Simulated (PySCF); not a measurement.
Vibration and rotation of GaH

PBE0 constants of GaH, ¹Σ⁺ (singlet), closed shell (basis Ga cc-pVTZ-PP with ECP10, H cc-pVTZ; scalar-relativistic core potentials; PySCF 2.14; masses 68.9256 and 1.0078 u):

| Quantity | Value |
| --- | --- |
| ωe | 1572.5 cm⁻¹ |
| ωexe | 25.3 cm⁻¹ |
| Be | 6.0024 cm⁻¹ |
| αe | 0.174 cm⁻¹ |
| De to Ga + H | 2.83 eV |

(1) What force constant and bond length do these constants imply?

(2) Estimate the centrifugal constant D from the Kratzer relation and find the Dunham coefficient a1.

## Answers

(1) Reduced mass μred = 0.99330 u; k = 5.8918×10⁻⁷·μred·ωe² (u, cm⁻¹, mdyn/Å) = 1.45 mdyn/Å; Re = √(16.8576/(μred·Be)) (u, cm⁻¹, Å) = 1.681 Å.

(2) D = 4Be³/ωe² = 0.000350 cm⁻¹; a1 = −1 − αeωe/(6Be²) = -2.27.
